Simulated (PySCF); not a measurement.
**Computed structure and properties of [Gd(H2O)2]3+**

System: [Gd(H2O)2]3+ (singlet in the valence; each metal's 4f electrons, 7 of them, lie in its core potential, out of spins and levels); start: displaced along the imaginary mode (C1). Method: PySCF 2.14.0, RKS PBE0, Gd lcecp-1-SVP with ECP53, O def2-SVP, H def2-SVP; non-relativistic Hamiltonian with scalar-relativistic core potentials where named; density fitting; no spin-orbit coupling.

Input of the relaxation:

```python
mol = gto.M(atom='''
Gd    -0.04293     0.00395    -0.00000
O      0.18126    -0.01682     2.27666
H      0.78960     0.51465     2.85848
H     -0.30095    -0.57590     2.94488
O      0.18124    -0.01658    -2.27666
H      0.78809    -0.55952    -2.84971
H     -0.30246     0.53102    -2.95365''',
    basis={'Gd': 'lcecp-1-SVP', 'O': 'def2-SVP', 'H': 'def2-SVP'},
    ecp={'Gd': 'lcecp-1-SVP'},
    charge=3, spin=0)
mf = dft.RKS(mol, xc='PBE0')
mf.grids.atom_grid = (50, 194)  # f atoms: unpruned, at least (60, 302)
mf = mf.density_fit()  # fitting sets: Gd AutoAux, O def2-universal-JKFIT, H def2-universal-JKFIT
mf.conv_tol = 1e-08; mf.max_cycle = 55
mf.kernel(dm0)  # dm0: converged density of the start geometry
# quasi-Newton relaxation in Cartesian coordinates to a largest gradient under 0.00045 Eh/bohr, steps kept in the point group
```

Run from Python with OMP_NUM_THREADS=2; the lines above give its settings. Where DIIS fails, smearing, a level shift and second-order steps follow.
It took 91 s on 2 threads of Arm Neoverse V1, with other jobs on the host, from the converged density of the start.

Course of the relaxation:

| step | energy above end (eV) | largest force component within the symmetry (eV/Å) |
| --- | --- | --- |
| 0 | 0.2042 | 0.115 |
| 1 | 0.2013 | 0.072 |
| 2 | 0.1987 | 0.180 |
| 3 | 0.1944 | 0.153 |
| 4 | 0.1892 | 0.187 |
| 5 | 0.1813 | 0.225 |
| 6 | 0.1697 | 0.270 |
| 7 | 0.1524 | 0.332 |
| 27 | 0.0008 | 0.045 |
| 28 | 0.0005 | 0.059 |
| 29 | 0.0003 | 0.050 |
| 30 | 0.0001 | 0.025 |
| 31 | 0.0000 | 0.024 |
| 32 | 0.0000 | 0.020 |
(The steps between are left out.)

Relaxed geometry (C1):

```xyz
7

Gd   -1.0790    0.1469    0.0058
O     0.1730   -0.0704    1.8494
H     1.0960    0.2536    2.0228
H    -0.0746   -0.4937    2.7146
O     0.1674    0.0383   -1.8507
H     1.0952   -0.2974   -1.9660
H    -0.0843    0.3035   -2.7758
```

```csv
contact,Å
Gd1–O2 (H2O),2.239
Gd1–O5 (H2O),2.239
```

On the finer grid (75, 302):

```
HOMO                                                          : -26.50 eV
LUMO                                                          : -18.59 eV
Dipole about the centre of mass                               : 3.06 D
Set of Mulliken populations of Gd1 outside the core potential : s 2.09, p 6.10, d 0.54, f 0.04
D3(BJ) dispersion energy (not in the energies)                : -0.087 eV
```

| atom | Mulliken (e) | Löwdin (e) | spin (e) |
| --- | --- | --- | --- |
| Gd1 | 2.24 | 2.03 | 0.00 |
| O2 | -0.32 | 0.03 | 0.00 |
| H3 | 0.35 | 0.22 | 0.00 |
| H4 | 0.35 | 0.23 | 0.00 |
| O5 | -0.32 | 0.03 | 0.00 |
| H6 | 0.35 | 0.22 | 0.00 |
| H7 | 0.35 | 0.23 | 0.00 |

The 4f levels lie in the core potential and are missing. Their spin isn't counted.

On the grid (50, 194), as all that follows. Harmonic modes: a minimum within the noise of the softest modes; lowest 56 cm⁻¹ (negative: unstable), highest 3527 cm⁻¹, zero-point energy 1.319 eV.

Taking off one H2O (charge 0, singlet; the rest: singlet) in vacuum, both parts rigid, costs 4.33 eV; the small basis without counterpoise inflates it. Parting with an electron moved from the ligand to the metal can be far cheaper, even downhill.

Rigid scan of H2O along the line from its metal:

distance to O2 (Å), energy (eV) and a bar:
```
     1.94      0.800 ##############################
     2.04      0.304 ###########
     2.14      0.065 ##
     2.24      0.000 
     2.34      0.049 ##
     2.44      0.172 ######
     2.64      0.531 ####################
```

One start shape was tried, so this needn't be the lowest isomer.

An lcecp potential fixes the number of 4f electrons, so in runs with it no electron can move into or out of that shell.
